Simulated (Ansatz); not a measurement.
Total energies of cyclo-(F2SiCH2)4 (C4H8F8Si4) from Ansatz at PBE0-D4/def2-TZVP, gas phase (1 Eh = 27.2114 eV = 2625.5 kJ/mol). The reference geometry is relaxed at r2SCAN-D4/def2-SVP.

Cartesian coordinates in Å:
```
Si -1.034 1.838 0.173
F -1.587 3.347 -0.023
F -1.839 1.226 1.445
C -1.469 0.850 -1.338
Si -0.159 -0.216 -2.099
F -0.616 -0.609 -3.602
F 1.162 0.717 -2.261
C 0.315 -1.770 -1.200
Si -0.332 -2.025 0.517
F -1.931 -1.743 0.457
F -0.168 -3.588 0.908
C 0.405 -0.995 1.875
Si 1.526 0.403 1.410
F 2.609 -0.200 0.359
F 2.371 0.850 2.716
C 0.750 1.916 0.663
H -2.352 0.234 -1.092
H -1.782 1.573 -2.115
H -0.055 -2.617 -1.808
H 1.418 -1.829 -1.194
H -0.428 -0.614 2.494
H 0.997 -1.680 2.511
H 1.362 2.210 -0.208
H 0.839 2.724 1.413
```

```
                 state                       geometry  energy (Eh)
      charge 0 singlet                      reference  -2113.69723
      charge 1 doublet                      reference  -2113.28811
      charge 1 doublet  relaxed at r2SCAN-D4/def2-SVP  -2113.29780
free Si atom (triplet)                              –   -289.24943
 free F atom (doublet)                              –    -99.67617
 free C atom (triplet)                              –    -37.80537
 free H atom (doublet)                              –     -0.50104
```

Single mean-field runs in def2-TZVP are fitted with def2-universal-jkfit.

**Question.** Work out the vertical ionisation energy to the doublet.

**Answer.** E(charge 1 doublet) − E(charge 0 singlet) = -2113.28811 − (-2113.69723) = 0.40912 Eh = 11.13 eV. For comparison, −ε of the highest occupied level is 9.54 eV at this level, 1.59 eV less.

**Question.** How much does the charge 1 doublet relax, and what is the adiabatic ionisation energy?

**Answer.** Relaxation: -2113.28811 − (-2113.29780) = 0.00969 Eh = 0.26 eV. Adiabatic ionisation energy: 0.39943 Eh = 10.87 eV, without zero-point energy. 

**Question.** What is the binding energy per atom against free atoms?

**Answer.** Atoms: 4 × (-289.24943) + 8 × (-99.67617) + 4 × (-37.80537) + 8 × (-0.50104) = -2109.63688 Eh. Binding: -2109.63688 − (-2113.69723) = 4.06035 Eh = 110.49 eV, or 4.60 eV for each of 24 atoms (no zero-point energy, no counterpoise term).
